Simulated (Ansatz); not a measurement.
`C[Si](F)(F)[SnH3]` + `N[SiH2]OCO` → `C[Si](F)(F)CO` + `N[SiH2][O][SnH3]`  (redistribution)

Computed with Ansatz on PBE0-D4/def2-TZVP structures; ΔE is electronic, products minus reactants. CCSD(T)/CBS is the MP2 limit (def2-TZVPP, def2-QZVPP) plus CCSD(T) − MP2 in def2-TZVPP, frozen cores. DFT in def2-TZVPP. def2 core potentials past Kr. For Sn outer-core shells are correlated without core-valence functions, which leaves a few kJ/mol of doubt a bond. One conformer a species, not always the lowest.

(1) Is it downhill or uphill in electronic energy at CCSD(T)/CBS, and by how much? (Estimate.)

(2) What do these levels give: PBE-D4, PBE0-D4, ωB97X-V, ωB97M-V, B2PLYP, HF/def2-TZVPP, MP2/def2-TZVPP, CCSD/def2-TZVPP, HF/def2-QZVPP, HF/CBS(def2), MP2/CBS(def2), CCSD/CBS(def2)? (Estimate.)

Largest T1 diagnostic among the species: 0.013.

## Answers

(1) Computed: Downhill: ΔE = -67.0 kJ/mol.

(2) The calculation gave: PBE-D4 -47.7, PBE0-D4 -49.9, ωB97X-V -60.1, ωB97M-V -62.4, B2PLYP -61.8, HF/def2-TZVPP -62.8, MP2/def2-TZVPP -68.3, CCSD/def2-TZVPP -62.9, HF/def2-QZVPP -64.7, HF/CBS(def2) -65.0, MP2/CBS(def2) -72.0, CCSD/CBS(def2) -66.6 kJ/mol.

The D4 term adds −4.5 kJ/mol with B3LYP and −2.3 kJ/mol with PBE0; it sums over pairs of atoms, weighted by their polarisabilities, and B3LYP, whose exchange is more repulsive, gets the larger term.

B3LYP here is the variant with VWN-RPA as its local correlation; programs differ in this.
